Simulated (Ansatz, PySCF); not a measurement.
Gas-phase reaction in SMILES: NB(Cl)Cl + 3 [H][H] (H2) → B (BH3) + 2 Cl (HCl) + N (NH3)
Geometries: B3LYP-D3(BJ)/def2-TZVP minima from Ansatz (a first-principles code), one conformer each, not searched for the lowest.
Geometry of the first species:
SMILES: NB(Cl)Cl
```xyz
6

N     -1.7061    -0.3020     0.0927
B     -0.3439    -0.0609     0.0187
Cl     0.2555     1.5570    -0.3781
Cl     0.8112    -1.3682     0.3201
H     -2.0820    -1.2082     0.3154
H     -2.3906     0.4165    -0.0724
```
Charge 0, spin multiplicity 1.

Property: energy of full hydrogenation (0 K, with B3LYP-D3(BJ) harmonic zero-point energies from PySCF), in eV. Correlated levels leave the core frozen unless marked. No spin-orbit coupling. Non-relativistic. Basis-set limits of correlation are two-point, X^-3; Hartree-Fock from the larger set (for Q and 5 zeta extrapolated as (X+1)exp(-9√X)).

| level | program | energy of full hydrogenation (eV) |
|---|---|---|
| BLYP/def2-TZVPD | Ansatz | (withheld) |
| r2SCAN/def2-TZVPD | Ansatz | (withheld) |
| B3LYP/def2-TZVPD | Ansatz | 2.77 |
| PBE0/def2-QZVPP | Ansatz | (withheld) |
| CAM-B3LYP-D3(BJ)/def2-TZVPD | Ansatz + dftd3 | 2.85 |
| B2PLYP-D4/def2-TZVPD | Ansatz + dftd4 | 2.98 |
| CCSD/cc-pV(5+d)Z | Ansatz | 2.78 |
| CCSD(T)/CBS(cc-pV(Q+d)Z,cc-pV(5+d)Z) | Ansatz | (withheld) |

Task: Fill in the missing entries.

Result: 
- BLYP/def2-TZVPD, energy of full hydrogenation (eV): 2.81
- r2SCAN/def2-TZVPD, energy of full hydrogenation (eV): 3.15
- PBE0/def2-QZVPP, energy of full hydrogenation (eV): 2.87
- CCSD(T)/CBS(cc-pV(Q+d)Z,cc-pV(5+d)Z), energy of full hydrogenation (eV): 2.95
